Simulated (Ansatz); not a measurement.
A nudged elastic band was laid between two geometries of BH3O + BrH (7 atoms, charge 0, multiplicity 1).

Level of theory: Ansatz 0.2.0, RKS BHLYP-D4/def2-SVP.

- movable images: 7
- climbing image: yes
- spring: 5.0 eV/Å²
- optimiser: quadratic models (default)
- start path: through a guess of the saddle point
- force threshold: 0.05 eV/Å
- iteration limit: 60
- end points: relaxed

Image 0:

```xyz
7
Properties=species:S:1:pos:R:3
B -0.131 -0.484 -0.026
O -0.489 0.161 1.098
H -1.118 -0.303 1.647
H 0.655 0.064 -0.742
H -0.593 -1.565 -0.275
Br 0.730 3.238 1.851
H 0.194 1.945 1.587
```

Image 8:

```xyz
7
Properties=species:S:1:pos:R:3
B 0.007 0.367 0.052
O -0.161 -0.102 1.606
H -1.041 0.140 1.912
H 1.136 0.073 -0.218
H -0.892 -0.185 -0.513
Br -0.259 2.366 0.153
H 0.459 0.396 2.148
```

(1) Which bonds break or form, and what moves?

(2) What energy profile does the band end with?

(3) What is the geometry of the highest image?

(4) What are the harmonic wavenumbers there?

## Answers

(1) Bonds broken: Br6–H7. Bonds formed: B1–Br6, O2–H7. BH3O + BrH becomes BBrH4O.

(2) The forces met the threshold. The highest image is number 5 of 0 to 8, 23.6 kcal/mol above the first end and 19.4 kcal/mol above the last; the last end lies 4.3 kcal/mol above the first. A vibrational analysis at the climbing image gives one clearly imaginary mode, 1248i cm⁻¹: a first-order saddle point. The orbitals stay closed-shell, which can raise the energy where a bond breaks towards radicals; this wasn't checked here.

```tsv
image	path coordinate (Å)	energy (kcal/mol)	Br6–H7 (Å)	B1–Br6 (Å)	O2–H7 (Å)
0	0.00	0.0	1.42	4.26	1.97
1	0.63	0.2	1.42	4.14	1.99
2	1.26	0.9	1.42	3.90	2.06
3	1.89	1.8	1.42	3.56	2.14
4	2.52	5.9	1.43	3.02	1.87
5	3.15	23.6	1.69	2.53	1.22
6	3.66	9.7	2.10	2.14	0.99
7	4.17	4.8	2.63	2.02	0.96
8	4.68	4.3	2.89	2.02	0.96
```

(3) 
```xyz
7
Properties=species:S:1:pos:R:3:forces:R:3
B 0.027 0.002 0.155 0.00 0.00 0.00
O -0.096 -0.052 1.612 0.00 0.00 0.00
H -0.997 -0.216 1.899 0.00 0.00 0.00
H 1.132 -0.131 -0.254 0.00 0.00 0.00
H -0.964 -0.202 -0.474 0.00 0.00 0.00
Br 0.093 2.498 0.586 0.00 0.00 0.00
H 0.052 1.157 1.617 0.00 0.00 0.00
```

(4) 1248i, 238, 420, 507, 584, 861, 1006, 1088, 1143, 1223, 1293, 1483, 2701, 2841, 3952 cm⁻¹.

Run time: 7.4 min on 1 thread of Arm Neoverse V1, with other jobs on the host, peak memory 0.16 GiB.
